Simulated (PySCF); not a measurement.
## TaO2: adding exact exchange

Base calculation in PySCF with density fitting and no spin–orbit coupling, PBE/def2-TZVP (scalar-relativistic core potentials): doublet, C2v, Ta–O 1.738 Å (×2); O–Ta–O 104.6°; wavenumbers 337, 913, 973 cm⁻¹; dipole moment 5.12 D, polar-tensor charge of Ta 1.34 e, atomisation energy (no zero-point energy) 1569 kJ/mol.

Task: What changes on going to PBE0/def2-TZVP (scalar-relativistic core potentials)?

Result: The point group stays the same. Changes: mean bond to Ta -0.019 Å, smallest bond angle +0.9 degrees, highest wavenumber +54 cm⁻¹, lowest wavenumber +8 cm⁻¹, dipole moment +0.41 D, polar-tensor charge of Ta +0.21 e, atomisation energy (no zero-point energy) -151 kJ/mol. The new structure has Ta–O 1.719 Å (×2); O–Ta–O 105.5°, with wavenumbers 345, 959, 1027 cm⁻¹. Exact exchange shortens and stiffens the bonds, the usual pattern.

Spin–orbit coupling can matter for TaO₂ and is left out. Open d or f shells are single determinants, so the state found may not be the ground state. Only the bonding shown was studied: isomers, or loss of a ligand pair, can lie lower.
